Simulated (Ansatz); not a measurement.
C$_{2}$H$_{5}$BN$_{2}$ (`NC1=NCB1`). The species carries charge 0 and has multiplicity 1. The structure was optimised at the PBE0-D4/def2-TZVP level. It is one conformer, not always the lowest.

```xyz
10

N    -1.147    1.317    0.782
C    -0.374    0.425    0.175
N     0.282   -0.569    0.748
C     0.578   -1.408   -0.459
B     0.617    0.081   -0.910
H    -1.299    1.252    1.776
H    -1.408    2.162    0.311
H     1.506   -1.972   -0.370
H    -0.259   -2.048   -0.722
H     1.505    0.759   -1.330
```

Problem. What is the dipole moment at B3LYP/def2-TZVPP? (Best estimate.)

Solution. Ansatz gave: 2.84 D, with components (-1.97, 2.03, 0.28) D in this frame, pointing from negative to positive charge.

Problem. And with PBE, r2SCAN, ωB97M-V? (An estimate is asked.)

Solution. Ansatz gave: PBE 2.89 D, r2SCAN 2.89 D, ωB97M-V 2.83 D.

Problem. Give the Mulliken charges with B3LYP, PBE, ωB97M-V in def2-TZVPP. (Estimate.)

Solution. Computed: 
| atom | B3LYP | PBE | ωB97M-V |
| --- | --- | --- | --- |
| N1 | -0.28 | -0.26 | -0.25 |
| C2 | 0.33 | 0.27 | 0.36 |
| N3 | -0.29 | -0.23 | -0.28 |
| C4 | -0.10 | -0.08 | -0.15 |
| B5 | -0.21 | -0.23 | -0.27 |
| H6 | 0.17 | 0.17 | 0.14 |
| H7 | 0.18 | 0.20 | 0.16 |
| H8 | 0.08 | 0.07 | 0.10 |
| H9 | 0.10 | 0.10 | 0.12 |
| H10 | 0.01 | -0.01 | 0.07 |

B3LYP here is the variant with VWN-RPA as its local correlation; programs differ in this.
